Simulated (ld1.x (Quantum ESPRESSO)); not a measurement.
Ranking TM potentials for S (Z = 16)

All share these settings but for the change named:

ld1.x (Quantum ESPRESSO) 7.5 input, shortened:

```
&input
   title='S', zed=16., rel=1, dft='PZ', iswitch=3,
   config='[Ne] 3s2 3p4'
 /
 &inputp
   pseudotype=2, tm=.true., lloc=-2, rcloc=1.30,
   nlcc=.true., rcore=1.45
 /
2
3S  1  0   2.00   0.00  1.45  1.45  0.0
3P  2  1   4.00   0.00  1.75  1.75  0.0
 &test
   configts(1)='3s2 3p4'
 /
```

Test errors are all-electron minus pseudo excitation energies from the reference, over 3s2 3p3; 3s2 3p2; 3s2 3p1; 3s2 3p3.5; 3s0 3p6; 3s2 3p4.3; 3s1 3p5. None of these files shows a bound ghost.

The base gives 126.8 meV.

Of 6 variants that were run, those that failed, showed a ghost or another fault, or gave nearly equal values are left out.

A variant can come out equal or close to the base, since the largest error may sit in a test that the change hardly touches while other tests move.

**Question.** Rank these variants by their largest absolute test error, smallest first.
A. core correction a·sin(br)/r model core inside 1.56 bohr
B. type ultrasoft; waves now 3s (bound): rcut 1.25, rcutus 1.45 bohr; 3s channel at 0.9 Ry: rcut 1.25, rcutus 1.45 bohr; 3p (bound): rcut 1.50, rcutus 1.75 bohr; 3p channel at 2.8 Ry: rcut 1.50, rcutus 1.75 bohr; local potential all-electron potential smoothed inside 1.20 bohr (lloc = -1); augmentation built from norm-conserving waves at rcut, not smoothed further
C. local potential the p channel
D. local potential all-electron potential smoothed inside 2.04 bohr (lloc = -2)

**Answer.** D (32.6 meV), B (88.8 meV), C (107.8 meV), A (131.9 meV).
